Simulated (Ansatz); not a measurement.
Species: sum formula BH$_{2}$S$_{3}$, charge 0, multiplicity 2. It need not be the lowest isomer of its formula. SMILES: B(S)([S])S
Structure (B3LYP-D3(BJ)/def2-TZVP (Ansatz, a program for electronic structure) minimum search):
```xyz
6

S     -0.3133     1.2214    -1.3046
B     -0.0076     0.0298    -0.0318
S      1.6755    -0.4043     0.5001
S     -1.3573    -0.8358     0.8245
H      2.3429     0.4115    -0.3333
H     -2.3816    -0.2606     0.1721
```
Charge 0, spin multiplicity 2.

Computed values are from Ansatz. Cores are frozen in the correlated levels unless marked. UHF or UKS for open shells. No spin-orbit coupling. Non-relativistic. Basis-set limits of correlation are two-point, X^-3; Hartree-Fock from the larger set.

Q: What is the atomisation energy De at CCSD(T)/CBS(aug-cc-pV(T+d)Z,aug-cc-pV(Q+d)Z)?

A: 1895.8 kJ/mol.

Q: What is the T1 diagnostic at CCSD/aug-cc-pV(Q+d)Z?

A: 0.017.

Q: What is the dipole moment at CCSD(T)/aug-cc-pV(D+d)Z?

A: 0.91 D.

Q: What is the total energy at CCSD(T)/CBS(aug-cc-pV(T+d)Z,aug-cc-pV(Q+d)Z)?

A: -1219.3492 Eh.
